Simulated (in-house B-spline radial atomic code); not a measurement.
## RPA and G0W0 on BLYP: the germanium ion Ge²⁺

Configuration [Ar] 3d10 4s2, mean-field start BLYP. Computed with a B-spline radial code for spherical atoms: all electrons, non-relativistic, point nucleus, each spin shell either full or empty, empty states to l = 9 with an (l + 1/2)⁻⁴ tail; G0W0 by contour deformation at full frequency.

Command:
```bash
python run_gw.py task.json out
```
Settings (radii: box in bohr, nucleus in fm):
```
Z                        32
electrons                30
configuration            [Ar] 3d10 4s2
hamiltonian              nr
method                   b88,lyp
lmax                     9
spin_polarised           False
box_radius               17.55
intervals                52
ion_configuration        [Ar] 3d10 4s1
```

Run time, properties included: 5.1 s on 1 thread of Arm Neoverse N1, with other jobs on the host.

Energies (hartree):

```json
{"term": "mean-field total", "value": "-2076.18515"}
{"term": "Hartree-Fock functional on these orbitals", "value": "-2074.49358"}
{"term": "direct second order", "value": "-2.7397"}
{"term": "second-order exchange", "value": "0.7897"}
{"term": "SOSEX correction", "value": "0.70351"}
```

**Question.** What is the RPA correlation energy, and what remains with SOSEX?

**Answer.** RPA gives -2.2823 hartree (-2.07 eV per electron); RPA + SOSEX gives -1.5788, and the second-order doubles -1.95 hartree (no singles). SOSEX takes back 31 % of the RPA value.

Quasi-particle levels (eV):

| level | occupied | mean field | Σx - vxc | Σc | QP weight | G0W0 |
| --- | --- | --- | --- | --- | --- | --- |
| 4s | yes | -28.858 | -3.26 | ? | ? | ? |
| 4p | no | -19.879 | 5.25 | -1.50 | 0.938 | -16.125 |

G0W0 = mean field + (Σx - vxc) + Σc, with Σc (partial-wave tail included) taken at the quasi-particle energy. Only the outer levels were computed. Levels of low weight are left out.

**Question.** Where does G0W0 put 4s?

**Answer.** At -34.01 eV, with Σc = -1.89 eV and a quasi-particle weight of 0.937. The tabulated removal energy is 34.058 ± 0.0012 eV (NIST, measured); the calculation leaves out relativity, Breit and QED terms, and what these don't explain is the method's own error.

**Question.** What does it cost to remove one electron (to [Ar] 3d10 4s1) by differences of total energies, each species on its own start (correlation terms add to the Hartree-Fock functional)?

**Answer.** BLYP 34.07 eV, Hartree-Fock functional 31.63 eV, + RPA 34.01 eV, + RPA + SOSEX 33.45 eV, + second order 34.65 eV. Tabulated: 34.058 ± 0.0012 eV (NIST, measured); the calculation leaves out relativity, Breit and QED terms, and what these don't explain is the method's own error.
